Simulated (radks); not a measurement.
The europium ion Eu4+, configuration [Xe] 4f4 5d1 (not the ground configuration).

All-electron calculation, Dirac Kohn-Sham, PBE, spin-unpolarised, spherical densities, finite nucleus; open shells fill j = l - 1/2 first; Fermi nuclear charge, rms radius 5.1115 fm. Program: a radial shooting solver on a logarithmic mesh with Libxc functionals.

Energy parts (eV):
| part | energy |
|---|---|
| total | -295180.72 |
| kinetic | 320952.44 |
| electron-nucleus | -720814.58 |
| Hartree | 111235.88 |
| exchange-correlation | -6554.46 |

Orbitals (lengths in bohr, moments of r in powers of bohr; <r^-3> diverges for s and p1/2; r(90%) holds 90 % of the orbital's charge):
orbital,occ.,eigenvalue (eV),<r>,<r^4>,r(90%),<r^-3>
1s1/2,2,-48373.42,0.02232,1.226e-06,0.0403,-
2s1/2,2,-7992.158,0.09460,0.0001956,0.147,-
2p1/2,2,-7585.371,0.07908,0.0001213,0.130,-
2p3/2,4,-6937.548,0.08581,0.0001579,0.139,9383
3s1/2,2,-1810.274,0.2492,0.007649,0.366,-
3p1/2,2,-1634.539,0.2389,0.006981,0.359,-
3p3/2,4,-1502.548,0.2517,0.008502,0.377,1974
3d3/2,4,-1198.224,0.2237,0.006210,0.349,330.1
3d5/2,6,-1169.533,0.2277,0.006601,0.355,294.7
4s1/2,2,-409.4703,0.5629,0.1853,0.808,-
4p1/2,2,-341.3343,0.5749,0.2103,0.835,-
4p3/2,4,-311.6662,0.6032,0.2543,0.876,445.3
4d3/2,4,-199.1721,0.6372,0.3549,0.954,63.78
4d5/2,6,-193.7545,0.6469,0.3767,0.968,56.26
4f5/2,4,-60.9118,0.7843,1.271,1.29,8.738
4f7/2,0,-60.1217,0.7911,1.317,1.30,8.480
5s1/2,2,-93.0302,1.297,5.089,1.85,-
5p1/2,2,-72.7725,1.416,7.478,2.04,-
5p3/2,4,-67.8372,1.487,9.065,2.14,73.84
5d3/2,1,-39.4736,1.895,25.81,2.80,7.215
5d5/2,0,-38.8678,1.922,27.24,2.83,6.359

The highest occupied level is 5d3/2 at -39.474 eV. The configuration is held as typed, so some empty levels lie below it. The electron density at the nucleus is 5.793e+05 e/bohr^3.
